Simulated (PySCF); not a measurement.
PySCF input for B(F)(OMe)2 (C2H6BFO2), SMILES B(OC)(F)OC, TDA-PBE0/def2-SVPD. Geometry optimised at ωB97X-D3(BJ)/def2-SVP. Other conformers were not sampled.

```python
import numpy as np
from pyscf import gto, scf, dft, tdscf

mol = gto.M(
    atom='''
    B    -0.30687981    0.03058064    0.32493563
    F    -0.68226584   -0.28550507    1.57239744
    O     0.87869495   -0.39928452   -0.17833533
    C     1.78346719   -1.19215164    0.56565584
    H     1.38534053   -1.43926975    1.56175551
    H     1.98280453   -2.12584105    0.01656613
    H     2.73371362   -0.64768160    0.68452888
    O    -1.14784620    0.78949792   -0.41371203
    C    -0.80298553    1.15049349   -1.73630854
    H    -0.66886709    0.26008773   -2.37252638
    H    -1.61966955    1.76305764   -2.14463165
    H     0.13178979    1.73453096   -1.76165244
    ''',
    basis='def2-SVPD',
    charge=0,
    spin=0,
    max_memory=1600,
    verbose=4,
)
mf = dft.RKS(mol, xc='pbe0').density_fit(auxbasis='def2-universal-jkfit')
mf.grids.level = 3
mf.conv_tol = 1e-9
mf.max_cycle = 100
mf.kernel()
mf.grids = dft.Grids(mol).set(level=1).build(with_non0tab=True)  # coarser grid for the response kernel
td = tdscf.TDA(mf)
td.singlet = True
td.nstates = 10
td.conv_tol = 1e-4
td.positive_eig_threshold = 1e-6
td.kernel(x0=td.get_init_guess(mf, 15))
td.analyze()
tt = tdscf.TDA(mf)
tt.singlet = False
tt.nstates = 4
tt.conv_tol = 1e-4
tt.positive_eig_threshold = 1e-6
tt.kernel(x0=tt.get_init_guess(mf, 9))
tt.analyze(verbose=3)
```

Log of the run:

```
PySCF version 2.14.0

[INPUT] verbose = 4
[INPUT] num. atoms = 12
[INPUT] num. electrons = 48
[INPUT] charge = 0
[INPUT] spin (= nelec alpha-beta = 2S) = 0
[INPUT] symmetry False subgroup None
[INPUT] Mole.unit = angstrom
[INPUT] Symbol           X                Y                Z      unit          X                Y                Z       unit  Magmom
[INPUT]  1 B     -0.306879810000   0.030580640000   0.324935630000 AA   -0.579918794059   0.057789034314   0.614039348813 Bohr   0.0
[INPUT]  2 F     -0.682265840000  -0.285505070000   1.572397440000 AA   -1.289295581746  -0.539526389475   2.971400520567 Bohr   0.0
[INPUT]  3 O      0.878694950000  -0.399284520000  -0.178335330000 AA    1.660492802538  -0.754538388578  -0.337004932034 Bohr   0.0
[INPUT]  4 C      1.783467190000  -1.192151640000   0.565655840000 AA    3.370264541248  -2.252840098551   1.068934618361 Bohr   0.0
[INPUT]  5 H      1.385340530000  -1.439269750000   1.561755510000 AA    2.617914190960  -2.719825646871   2.951290187430 Bohr   0.0
[INPUT]  6 H      1.982804530000  -2.125841050000   0.016566130000 AA    3.746957520247  -4.017257368858   0.031305448644 Bohr   0.0
[INPUT]  7 H      2.733713620000  -0.647681600000   0.684528880000 AA    5.165970044793  -1.223940839920   1.293572107555 Bohr   0.0
[INPUT]  8 O     -1.147846200000   0.789497920000  -0.413712030000 AA   -2.169114951123   1.491934844714  -0.781802431138 Bohr   0.0
[INPUT]  9 C     -0.802985530000   1.150493490000  -1.736308540000 AA   -1.517422733689   2.174117604195  -3.281147608343 Bohr   0.0
[INPUT] 10 H     -0.668867090000   0.260087730000  -2.372526380000 AA   -1.263975613835   0.491494578060  -4.483425081506 Bohr   0.0
[INPUT] 11 H     -1.619669550000   1.763057640000  -2.144631650000 AA   -3.060731861798   3.331696081422  -4.052766456574 Bohr   0.0
[INPUT] 12 H      0.131789790000   1.734530960000  -1.761652440000 AA    0.249046609114   3.277788468979  -3.329040638272 Bohr   0.0

nuclear repulsion = 241.249968623632
number of shells = 75
number of NR pGTOs = 249
number of NR cGTOs = 177
basis = def2-SVPD
ecp = {}


******** <class 'pyscf.df.df_jk.DFRKS'> ********
method = DFRKS
initial guess = minao
damping factor = 0
level_shift factor = 0
DIIS = <class 'pyscf.scf.diis.CDIIS'>
diis_start_cycle = 1
diis_space = 8
diis_damp = 0
SCF conv_tol = 1e-09
SCF conv_tol_grad = None
SCF max_cycles = 100
direct_scf = False
XC library pyscf.dft.libxc version 7.1.2
    S. Lehtola, C. Steigemann, M. J. T. Oliveira, and M. A. L. Marques,  SoftwareX 7, 1–5 (2018)
XC functionals = pbe0
    C. Adamo and V. Barone,  J. Chem. Phys. 110, 6158 (1999)
    M. Ernzerhof and G. E. Scuseria,  J. Chem. Phys. 110, 5029 (1999)
radial grids:
    Treutler-Ahlrichs [JCP 102, 346 (1995); DOI:10.1063/1.469408] (M4) radial grids

becke partition: Becke, JCP 88, 2547 (1988); DOI:10.1063/1.454033
pruning grids: <function nwchem_prune>
grids dens level: 3
symmetrized grids: False
atomic radii adjust function: <function treutler_atomic_radii_adjust>
small_rho_cutoff = 0
Set gradient conv threshold to 3.16228e-05
Initial guess from minao.
tot grids = 143560
******** <class 'pyscf.df.df.DF'> ********
auxbasis = def2-universal-jkfit
init E= -355.007598962307
  HOMO = -0.374634882981769  LUMO = -0.0254156768323366  gap/eV = 9.50274
cycle= 1 E= -354.372734233778  delta_E= 0.635  |g|= 0.777  |ddm|= 4.75
  HOMO = -0.212106368900935  LUMO = 0.0189945247353638  gap/eV = 6.28858
cycle= 2 E= -354.267862352728  delta_E= 0.105  |g|= 1.09  |ddm|= 2.12
  HOMO = -0.318975353854808  LUMO = 0.0116683409055507  gap/eV = 8.99727
cycle= 3 E= -354.481242130311  delta_E= -0.213  |g|= 0.0643  |ddm|= 1.19
  HOMO = -0.314111950353291  LUMO = 0.0112583503756523  gap/eV = 8.85378
cycle= 4 E= -354.481724951393  delta_E= -0.000483  |g|= 0.0413  |ddm|= 0.0814
  HOMO = -0.316169678428766  LUMO = 0.0111998786247249  gap/eV = 8.90818
cycle= 5 E= -354.481998409932  delta_E= -0.000273  |g|= 0.00564  |ddm|= 0.035
  HOMO = -0.315829673764482  LUMO = 0.0112336154791763  gap/eV = 8.89985
cycle= 6 E= -354.482003628413  delta_E= -5.22e-06  |g|= 0.00137  |ddm|= 0.00771
  HOMO = -0.315933203304087  LUMO = 0.0112107287535843  gap/eV = 8.90204
cycle= 7 E= -354.482004064923  delta_E= -4.37e-07  |g|= 0.000231  |ddm|= 0.00172
  HOMO = -0.315932838834422  LUMO = 0.0112136341431737  gap/eV = 8.90211
cycle= 8 E= -354.482004075301  delta_E= -1.04e-08  |g|= 8.77e-05  |ddm|= 0.000395
  HOMO = -0.315930738949854  LUMO = 0.0112150248170471  gap/eV = 8.90209
cycle= 9 E= -354.482004076489  delta_E= -1.19e-09  |g|= 3.67e-05  |ddm|= 0.000102
  HOMO = -0.315930258680276  LUMO = 0.0112149530878969  gap/eV = 8.90207
cycle= 10 E= -354.48200407674  delta_E= -2.51e-10  |g|= 3.56e-06  |ddm|= 3.99e-05
  HOMO = -0.315930909369179  LUMO = 0.0112147493572374  gap/eV = 8.90209
Extra cycle  E= -354.48200407674  delta_E= 2.27e-13  |g|= 3.44e-06  |ddm|= 1.12e-05
converged SCF energy = -354.48200407674
tot grids = 46032
Overwritten attributes  positive_eig_threshold  of <class 'pyscf.tdscf.rks.TDA'>


******** <class 'pyscf.tdscf.rks.TDA'> for <class 'pyscf.df.df_jk.DFRKS'> ********
nstates = 10 singlet
deg_eia_thresh = 1.000e-03
wfnsym = None
conv_tol = 0.0001
eigh lindep = 1e-12
eigh level_shift = 0
eigh max_cycle = 100


Excitation energies (eV)
[7.66908934 8.4763431  8.63164825 8.72670333 8.78567331 8.86556538
 8.98741724 9.45125439 9.46560888 9.53364098]

** Singlet excitation energies and oscillator strengths **
Excited State   1:      7.66909 eV    161.67 nm  f=0.0000
      24 -> 25       -0.69667
Excited State   2:      8.47634 eV    146.27 nm  f=0.0197
      23 -> 25       -0.57455
      24 -> 26       -0.39742
Excited State   3:      8.63165 eV    143.64 nm  f=0.0003
      21 -> 25       -0.13254
      22 -> 25        0.67529
Excited State   4:      8.72670 eV    142.07 nm  f=0.0194
      23 -> 25       -0.35562
      23 -> 27       -0.10355
      24 -> 26        0.54945
      24 -> 27       -0.21919
Excited State   5:      8.78567 eV    141.12 nm  f=0.0006
      21 -> 25        0.67856
      22 -> 25        0.11885
      22 -> 26        0.11631
Excited State   6:      8.86557 eV    139.85 nm  f=0.0001
      23 -> 25        0.14901
      23 -> 26        0.16838
      24 -> 26       -0.14526
      24 -> 27       -0.64178
Excited State   7:      8.98742 eV    137.95 nm  f=0.1646
      24 -> 28       -0.69047
Excited State   8:      9.45125 eV    131.18 nm  f=0.0084
      21 -> 28       -0.11141
      22 -> 28        0.63440
      22 -> 31       -0.14204
      23 -> 26       -0.14629
      24 -> 29       -0.16501
Excited State   9:      9.46561 eV    130.98 nm  f=0.0027
      22 -> 28        0.22612
      23 -> 26        0.44970
      24 -> 27        0.10114
      24 -> 29        0.44675
      24 -> 30       -0.10844
Excited State  10:      9.53364 eV    130.05 nm  f=0.0221
      21 -> 27        0.17895
      22 -> 26       -0.61840
      22 -> 27        0.22843

** Transition electric dipole moments (AU) **
state          X           Y           Z        Dip. S.      Osc.
  1        -0.0031     -0.0122     -0.0022      0.0002      0.0000
  2        -0.1405     -0.2515     -0.1081      0.0947      0.0197
  3         0.0328     -0.0106     -0.0211      0.0016      0.0003
  4         0.1372      0.2470      0.1051      0.0909      0.0194
  5        -0.0444      0.0181      0.0160      0.0026      0.0006
  6         0.0143      0.0153      0.0075      0.0005      0.0001
  7         0.4625     -0.4715      0.5580      0.7477      0.1646
  8         0.0802      0.1594      0.0651      0.0361      0.0084
  9        -0.0561     -0.0861     -0.0311      0.0115      0.0027
 10        -0.2186      0.1694     -0.1353      0.0948      0.0221

** Transition velocity dipole moments (imaginary part, AU) **
state          X           Y           Z        Dip. S.      Osc.
  1         0.0005     -0.0006      0.0005      0.0000      0.0000
  2        -0.0495     -0.0895     -0.0384      0.0119      0.0255
  3        -0.0002     -0.0002     -0.0007      0.0000      0.0000
  4         0.0455      0.0831      0.0352      0.0102      0.0212
  5        -0.0200      0.0105      0.0018      0.0005      0.0011
  6         0.0062      0.0086      0.0039      0.0001      0.0003
  7         0.0965     -0.1234      0.1758      0.0555      0.1119
  8         0.0257      0.0514      0.0201      0.0037      0.0071
  9        -0.0281     -0.0466     -0.0187      0.0033      0.0064
 10        -0.0743      0.0631     -0.0575      0.0128      0.0244

** Transition magnetic dipole moments (imaginary part, AU) **
state          X           Y           Z
  1         0.5767     -0.2675     -0.1089
  2         0.0907     -0.2414      0.4723
  3         0.0927      0.1693      0.0712
  4        -0.2397      0.0390      0.1993
  5         0.3235      0.6015      0.2423
  6        -0.2319     -0.1074      0.5582
  7        -0.2760     -0.5125     -0.2281
  8        -0.3022      0.2419     -0.2238
  9        -0.3320      0.1922     -0.0133
 10        -0.3538     -0.6862     -0.2754


******** <class 'pyscf.tdscf.rks.TDA'> for <class 'pyscf.df.df_jk.DFRKS'> ********
nstates = 4 triplet
deg_eia_thresh = 1.000e-03
wfnsym = None
conv_tol = 0.0001
eigh lindep = 1e-12
eigh level_shift = 0
eigh max_cycle = 100


Excitation energies (eV)
[7.52767302 7.98868778 8.26255994 8.47676051]

** Triplet excitation energies and oscillator strengths **
Excited State   1:      7.52767 eV    164.70 nm  f=0.0000
Excited State   2:      7.98869 eV    155.20 nm  f=0.0000
Excited State   3:      8.26256 eV    150.06 nm  f=0.0000
Excited State   4:      8.47676 eV    146.26 nm  f=0.0000
```

The calculation finished and met its thresholds.

Cost: very roughly 5 core-minutes.
